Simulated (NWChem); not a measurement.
Everything below was run with NWChem. System: C2H6FNSi, charge 0, spin multiplicity 1, at a geometry optimised with B3LYP/def2-SVP. The structure started from a generated list of species. Level: RHF/def2-TZVP.

Part of the output:

```
             Northwest Computational Chemistry Package (NWChem) 7.3.0
             --------------------------------------------------------

                                NWChem Input Module
                                -------------------

 Scaling coordinates for geometry "geometry" by  1.889725989
 (inverse scale =  0.529177249)

 Turning off AUTOSYM since
 SYMMETRY directive was detected!

                             Geometry "geometry" -> ""
                             -------------------------

 Output coordinates in angstroms (scale by  1.889725989 to convert to a.u.)

  No.       Tag          Charge          X              Y              Z
 ---- ---------------- ---------- -------------- -------------- --------------
    1 C                    6.0000     0.13261100    -2.77802800     0.00000000
    2 C                    6.0000     0.35234800    -1.29452500     0.00000000
    3 N                    7.0000    -0.59220200    -0.44703300     0.00000000
    4 Si                  14.0000    -0.52012500     1.28064900     0.00000000
    5 F                    9.0000     1.01887900     1.83681300     0.00000000
    6 H                    1.0000     0.61413700    -3.23223200     0.88374600
    7 H                    1.0000    -0.94060400    -3.01290900     0.00000000
    8 H                    1.0000     0.61413700    -3.23223200    -0.88374600
    9 H                    1.0000     1.42109300    -0.98383900     0.00000000
   10 H                    1.0000    -1.18063100     1.78267500     1.22995700
   11 H                    1.0000    -1.18063100     1.78267500    -1.22995700

 Effective nuclear repulsion energy (a.u.)     221.0138982798

            Nuclear Dipole moment (a.u.)
            ----------------------------
        X                 Y               Z
 ---------------- ---------------- ----------------
     0.0000037795    -0.0000151178     0.0000000000

      Symmetry information
      --------------------

 Group name             Cs
 Group number              2
 Group order               2
 No. of unique centers     9

      Symmetry unique atoms

     1    2    3    4    5    6    7    9   10


 Summary of "ao basis" -> "" (spherical)
 ------------------------------------------------------------------------------
       Tag                 Description            Shells   Functions and Types
 ---------------- ------------------------------  ------  ---------------------
 *                         def2-tzvp                  on all atoms

 Summary of "ao basis" -> "ao basis" (spherical)
 ------------------------------------------------------------------------------
       Tag                 Description            Shells   Functions and Types
 ---------------- ------------------------------  ------  ---------------------
 C                         def2-tzvp                11       31   5s3p2d1f
 N                         def2-tzvp                11       31   5s3p2d1f
 Si                        def2-tzvp                13       37   5s5p2d1f
 F                         def2-tzvp                11       31   5s3p2d1f
 H                         def2-tzvp                 4        6   3s1p

                                 NWChem SCF Module
                                 -----------------

  ao basis        = "ao basis"
  functions       =   197
  atoms           =    11
  closed shells   =    24
  open shells     =     0
  charge          =   0.00
  wavefunction    = RHF
  use symmetry    = T
  symmetry adapt  = T

 Summary of "ao basis" -> "ao basis" (spherical)
 ------------------------------------------------------------------------------
       Tag                 Description            Shells   Functions and Types
 ---------------- ------------------------------  ------  ---------------------
 C                         def2-tzvp                11       31   5s3p2d1f
 N                         def2-tzvp                11       31   5s3p2d1f
 Si                        def2-tzvp                13       37   5s5p2d1f
 F                         def2-tzvp                11       31   5s3p2d1f
 H                         def2-tzvp                 4        6   3s1p

      Symmetry analysis of basis
      --------------------------
[...]
 Final Fock-matrix accuracy:          1.000E-09
 ----------------------------------------------

              iter       energy          gnorm     gmax       time
             ----- ------------------- --------- --------- --------
                 1     -522.1351348685  1.22D+00  2.17D-01     11.1
                 2     -522.2190508047  4.17D-01  6.71D-02     17.8
                 3     -522.2340680969  3.29D-02  6.41D-03     26.6
                 4     -522.2342078114  7.40D-04  1.75D-04     39.6
                 5     -522.2342078865  4.27D-07  8.02D-08     61.4
                 6     -522.2342078865  4.78D-09  2.02D-09     74.3

       Final RHF  results
       ------------------

         Total SCF energy =   -522.234207886493
      One-electron energy =  -1160.342589143173
      Two-electron energy =    417.094482976847
 Nuclear repulsion energy =    221.013898279833

        Time for solution =     66.4s

       Symmetry analysis of molecular orbitals - final
       -----------------------------------------------

  Numbering of irreducible representations:

     1 a'          2 a"

  Orbital symmetries:

     1 a'          2 a'          3 a'          4 a'          5 a'
     6 a'          7 a'          8 a'          9 a"         10 a'
    11 a'         12 a'         13 a'         14 a'         15 a'
    16 a"         17 a'         18 a'         19 a"         20 a'
    21 a'         22 a"         23 a"         24 a'         25 a"
    26 a'         27 a'         28 a'         29 a'         30 a"
    31 a'         32 a'         33 a"         34 a'

             Final eigenvalues
             -----------------

              1
    1  -68.8159
    2  -26.2728
    3  -15.5456
    4  -11.3113
    5  -11.2396
    6   -6.1581
    7   -4.2659
    8   -4.2648
    9   -4.2648
   10   -1.5669
   11   -1.2095
   12   -1.0000
   13   -0.8054
   14   -0.7462
   15   -0.6825
   16   -0.6534
   17   -0.6509
   18   -0.6036
   19   -0.5886
   20   -0.5601
   21   -0.5394
   22   -0.5012
   23   -0.4308
   24   -0.3994
   25    0.1227
   26    0.1288
   27    0.1412
   28    0.1600
   29    0.1940
   30    0.1962
   31    0.2084
   32    0.2222
   33    0.2252
   34    0.2517

                       ROHF Final Molecular Orbital Analysis
                       -------------------------------------

 Vector   22  Occ=2.000000D+00  E=-5.012240D-01  Symmetry=a"
              MO Center= -6.7D-01,  8.7D-01,  2.5D-14, r^2= 3.9D+00
   Bfn.  Coefficient  Atom+Function         Bfn.  Coefficient  Atom+Function
  ----- ------------  ---------------      ----- ------------  ---------------
   110      0.256726   4 Si pz              187      0.187356  10 H  s
   193     -0.187356  11 H  s

 Vector   23  Occ=2.000000D+00  E=-4.307963D-01  Symmetry=a"
              MO Center= -4.1D-01, -2.2D-01, -1.6D-14, r^2= 3.7D+00
   Bfn.  Coefficient  Atom+Function         Bfn.  Coefficient  Atom+Function
  ----- ------------  ---------------      ----- ------------  ---------------
    70      0.257688   3 N  pz               73      0.247914   3 N  pz
    39      0.192679   2 C  pz               42      0.187612   2 C  pz
    76      0.163600   3 N  pz

 Vector   24  Occ=2.000000D+00  E=-3.994265D-01  Symmetry=a'
              MO Center= -3.2D-01, -7.0D-01, -1.2D-14, r^2= 2.1D+00
   Bfn.  Coefficient  Atom+Function         Bfn.  Coefficient  Atom+Function
  ----- ------------  ---------------      ----- ------------  ---------------
    68      0.290449   3 N  px               71      0.271902   3 N  px
    74      0.222677   3 N  px               69      0.190983   3 N  py
    72      0.186967   3 N  py              181     -0.152982   9 H  s

 Vector   25  Occ=0.000000D+00  E= 1.226980D-01  Symmetry=a"
              MO Center=  7.1D-02, -9.6D-01,  3.4D-15, r^2= 3.3D+00
   Bfn.  Coefficient  Atom+Function         Bfn.  Coefficient  Atom+Function
  ----- ------------  ---------------      ----- ------------  ---------------
    45      0.787178   2 C  pz               76     -0.516782   3 N  pz
   188      0.293638  10 H  s               194     -0.293638  11 H  s
    39      0.284286   2 C  pz               42      0.280239   2 C  pz
   113     -0.260226   4 Si pz              164     -0.242284   6 H  s
   176      0.242284   8 H  s                70     -0.214589   3 N  pz

 Vector   26  Occ=0.000000D+00  E= 1.288121D-01  Symmetry=a'
              MO Center=  2.0D-01, -4.3D-01, -1.1D-15, r^2= 1.0D+01
   Bfn.  Coefficient  Atom+Function         Bfn.  Coefficient  Atom+Function
  ----- ------------  ---------------      ----- ------------  ---------------
     5      5.949340   1 C  s                36     -2.419827   2 C  s
    44      1.665673   2 C  py              164     -1.424063   6 H  s
   176     -1.424063   8 H  s                43      1.327792   2 C  px
   182     -1.249368   9 H  s               111     -1.204649   4 Si px
    67      1.067668   3 N  s               170     -1.043932   7 H  s

 Vector   27  Occ=0.000000D+00  E= 1.411987D-01  Symmetry=a'
              MO Center= -5.8D-01,  7.2D-01,  1.0D-15, r^2= 1.1D+01
   Bfn.  Coefficient  Atom+Function         Bfn.  Coefficient  Atom+Function
  ----- ------------  ---------------      ----- ------------  ---------------
     5      3.806283   1 C  s               112      1.594098   4 Si py
    67      1.332282   3 N  s                98     -1.250484   4 Si s
   164     -1.161332   6 H  s               176     -1.161332   8 H  s
    36     -1.131264   2 C  s                44      0.882069   2 C  py
   170     -0.785035   7 H  s                75      0.705722   3 N  py

 center of mass
 --------------
 x =   0.03477014 y =   0.17947071 z =   0.00000000

 moments of inertia (a.u.)
 ------------------
         953.080696837923         -13.489212271405           0.000000000000
         -13.489212271405         160.670493738341           0.000000000000
           0.000000000000           0.000000000000        1080.729555900474

  Mulliken analysis of the total density
  --------------------------------------

    Atom       Charge   Shell Charges
 -----------   ------   -------------------------------------------------------
    1 C    6     6.26   0.85  1.12  0.47  0.67  0.04  1.26  1.41  0.36  0.02  0.05  0.00
    2 C    6     5.91   0.86  1.12  0.51  0.57  0.12  1.17  1.18  0.20  0.04  0.13  0.01
    3 N    7     7.51   0.82  1.16  0.52  0.87  0.22  1.46  1.73  0.67  0.01  0.04  0.00
    4 Si  14    13.21   2.00  0.58  1.39  0.76  0.26  4.12  1.73  0.52  1.07  0.17  0.25  0.26  0.09
    5 F    9     9.44   0.77  1.20  0.59  1.01  0.35  2.24  2.30  0.97  0.00  0.01  0.00
    6 H    1     0.88   0.26  0.49  0.11  0.02
    7 H    1     0.88   0.26  0.48  0.11  0.02
    8 H    1     0.88   0.26  0.49  0.11  0.02
    9 H    1     0.90   0.26  0.49  0.12  0.02
   10 H    1     1.07   0.24  0.57  0.25  0.01
   11 H    1     1.07   0.24  0.57  0.25  0.01

       Multipole analysis of the density wrt the origin
       ------------------------------------------------

     L   x y z        total         open         nuclear
     -   - - -        -----         ----         -------
     0   0 0 0      0.000000      0.000000     48.000000

     1   1 0 0      0.157933      0.000000      0.000004
     1   0 1 0     -0.787001      0.000000     -0.000015
     1   0 0 1      0.000000      0.000000      0.000000

     2   2 0 0    -29.461707      0.000000     81.713558
     2   1 1 0     -3.591012      0.000000     -8.283231
     2   1 0 1      0.000000      0.000000      0.000000
     2   0 2 0    -26.084328      0.000000    529.875052
     2   0 1 1     -0.000000      0.000000      0.000000
     2   0 0 2    -28.014043      0.000000     16.382623

 Task  times  cpu:       74.4s     wall:       74.4s

 Total times  cpu:       74.4s     wall:       74.4s
```

**Question.** Write an NWChem input that would produce this output.

**Answer.** One answer among several that fit: 
```
start mol
memory heap 200 mb stack 800 mb global 1000 mb
geometry units angstroms nocenter noautoz
  C      0.132611    -2.778028     0.000000
  C      0.352348    -1.294525     0.000000
  N     -0.592202    -0.447033     0.000000
  Si    -0.520125     1.280649     0.000000
  F      1.018879     1.836813     0.000000
  H      0.614137    -3.232232     0.883746
  H     -0.940604    -3.012909     0.000000
  H      0.614137    -3.232232    -0.883746
  H      1.421093    -0.983839     0.000000
  H     -1.180631     1.782675     1.229957
  H     -1.180631     1.782675    -1.229957
  symmetry group Cs
end
basis spherical
  * library def2-tzvp
end
scf
  rhf
  nopen 0
  maxiter 100
  thresh 1e-7
  semidirect memsize 60000000 filesize 0
end
task scf energy
```
